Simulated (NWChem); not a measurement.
# C4H9O, doublet; SMILES C[CH]CCO

```xyz
14

C      0.5217    -2.2593    -0.1534
C     -0.5529    -1.3200     0.2742
C     -0.6610     0.0648    -0.2690
C      0.3207     1.0794     0.3727
O      0.1436     2.3977    -0.1053
H      0.7868    -2.1210    -1.2244
H      1.4735    -2.1173     0.4197
H      0.2347    -3.3212    -0.0033
H     -1.1472    -1.5765     1.1680
H     -0.4599     0.0582    -1.3679
H     -1.6846     0.4741    -0.1308
H      1.3689     0.7140     0.2321
H      0.1426     1.1174     1.4679
H      0.3139     2.3795    -1.0651
```
Atoms are numbered in this order, from 1.

Computed with NWChem. Spin-unrestricted. All runs use the structure optimised with PBE-D3(BJ)/def2-SVP, spin-unrestricted. No stability test was run on the SCF state. Fermi-contact couplings, non-relativistic, static geometry.

Task: Estimate the computed values for PBE0/IGLO-II. Quantities: A(iso) 13C atom 2 (MHz); A(iso) 13C atom 4 (MHz); A(iso) 1H atom 7 (MHz); A(iso) 1H atom 8 (MHz); A(iso) 1H atom 9 (MHz); A(iso) 1H atom 10 (MHz); <S²>.

Result: 
```json
{
 "A(iso) 13C atom 2 (MHz)": "106.6",
 "A(iso) 13C atom 4 (MHz)": "90.4",
 "A(iso) 1H atom 7 (MHz)": "140",
 "A(iso) 1H atom 8 (MHz)": "39.3",
 "A(iso) 1H atom 9 (MHz)": "-66.3",
 "A(iso) 1H atom 10 (MHz)": "35.5",
 "<S²>": "0.755"
}
```
